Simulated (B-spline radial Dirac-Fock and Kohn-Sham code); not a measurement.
These are calculated numbers from a radial atomic solver; the model is Dirac-Hartree-Slater photoionisation with all multipoles and Dirac-Fock thresholds. Kinetic energies are from the vacuum level. Open shells are spread statistically over j, without multiplet splitting. Without correlation, outer binding energies are uncertain by a few eV, most for open f shells.

Question: A free atom or ion in its tabulated ground configuration is ionised with 2000 eV photons and gives these photoelectron lines. Identify it and assign the lines.

```csv
kinetic energy (eV),relative cross section
116.2,36.7
487.2,69.7
531.6,100.0
1525.3,3.6
1614.6,4.4
1661.1,9.4
1808.2,9.7
1816.6,13.7
1938.3,0.62
1964.9,0.59
1970.6,1.2
1993.8,2.4
1994.9,0.054
1995.2,3.1
```

Answer: Tm, [Xe] 4f13 6s2. Binding energies are hν less the kinetic energy: 3p3/2 1883.8 eV, 3d3/2 1512.8 eV, 3d5/2 1468.4 eV, 4s 474.7 eV, 4p1/2 385.4 eV, 4p3/2 338.9 eV, 4d3/2 191.8 eV, 4d5/2 183.4 eV, 5s 61.66 eV, 5p1/2 35.05 eV, 5p3/2 29.40 eV, 4f5/2 6.22 eV, 6s 5.08 eV, 4f7/2 4.80 eV.

Question: A free atom or ion in its tabulated ground configuration is ionised with 535 eV photons and gives these photoelectron lines. Identify it and assign the lines.

```csv
kinetic energy (eV),relative cross section
225.3,20.5
288.5,19.8
307.4,49.2
412.9,66.6
416.2,100.0
486.1,4.4
505.6,3.7
508.4,8.4
524.8,3.5
525.1,4.6
529.3,0.51
529.4,0.74
530.2,0.44
```

Answer: Ce, [Xe] 4f1 5d1 6s2. Binding energies are hν less the kinetic energy: 4s 309.7 eV, 4p1/2 246.5 eV, 4p3/2 227.6 eV, 4d3/2 122.1 eV, 4d5/2 118.8 eV, 5s 48.94 eV, 5p1/2 29.44 eV, 5p3/2 26.64 eV, 4f5/2 10.22 eV, 4f7/2 9.93 eV, 5d3/2 5.69 eV, 5d5/2 5.56 eV, 6s 4.76 eV.
